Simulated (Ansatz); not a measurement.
Computed with Ansatz on PBE0-D4/def2-TZVP structures; ΔE is electronic, products minus reactants. CCSD(T)/CBS adds triple-zeta CCSD(T) − MP2 to the extrapolated MP2 energy (def2 sets, frozen cores). This one scheme is used for every species. Functionals use def2-TZVPP. B3LYP here is the variant with VWN-RPA as its local correlation; programs differ in this. HSE06 is defined as in plane-wave codes. def2 core potentials past Kr. For Mo outer-core shells are correlated without core-valence functions, which leaves a few kJ/mol of doubt a bond. Each species was taken in one conformer, which may not be the lowest.

Consider the ligand exchange at a Mo–O bond: `C[O][Mo]([OH])([OH])([F])([F])[O]C` + HCl → `C[O][Mo]([OH])([F])([F])([Cl])[O]C` + H₂O.

```tsv
level	ΔE (kJ/mol)	difference from CCSD(T)/CBS
LDA (SPW92)	-34.3	10.1
PBE-D4	-39.3	5.1
revPBE-D4	-39.4	5.0
BLYP-D4	-36.7	7.7
r2SCAN-D4	-36.8	7.6
B97M-V	-36.4	8.0
PBE0-D4	-41.1	3.3
B3LYP-D4	-38.1	6.3
r2SCANh-D4	-37.8	6.6
r2SCAN0-D4	-39.0	5.4
BHLYP-D4	-38.9	5.5
ωB97M-V	-34.6	9.8
B2PLYP	-39.8	4.6
PBE-QIDH	-44.5	-0.1
PBE	-36.8	7.6
revPBE	-37.1	7.3
BLYP	-32.0	12.4
r2SCAN	-36.3	8.1
PBE0	-38.7	5.7
B3LYP	-33.8	10.6
r2SCANh	-37.1	7.3
r2SCAN0	-38.2	6.2
HSE06	-39.3	5.1
BHLYP	-34.0	10.4
CAM-B3LYP	-28.1	16.3
LC-ωPBE	-28.5	15.9
RPA@PBE/def2-TZVPP	-29.1	15.3
HF/def2-SVP	-28.6	15.8
MP2/def2-SVP	-43.6	0.8
CCSD/def2-SVP	-28.4	16.0
CCSD(T)/def2-SVP	-30.9	13.5
HF/def2-TZVPP	-31.2	13.2
MP2/def2-TZVPP	-52.7	-8.3
SCS-MP2/def2-TZVPP	-45.2	-0.8
CCSD/def2-TZVPP	-32.0	12.4
CCSD(T)/def2-TZVPP	-35.6	8.8
MP2/def2-QZVPP	-58.4	-14.0
SCS-MP2/def2-QZVPP	-50.7	-6.3
HF/CBS(def2)	-33.5	10.9
CCSD/CBS(def2)	-40.8	3.6
CCSD(T)/CBS	-44.4	0
```

Largest T1 diagnostic among the species: 0.024, so the coupled-cluster value is less sure than usual.

The D4 term adds −4.3 kJ/mol with B3LYP and −2.3 kJ/mol with PBE0; it sums over pairs of atoms, weighted by their polarisabilities, and B3LYP, whose exchange is more repulsive, gets the larger term. At CCSD(T), def2-SVP lies +13.5 kJ/mol from the extrapolated value and def2-TZVPP +8.8 kJ/mol. In def2-TZVPP, CCSD(T) changes the Hartree–Fock value by −4.4 kJ/mol (the triples alone add −3.7 kJ/mol) and MP2 by −21.5 kJ/mol.

CCSD(T)/CBS has its own doubt, a few kJ/mol and more with outer-core shells, so smaller differences from it don't rank the levels.
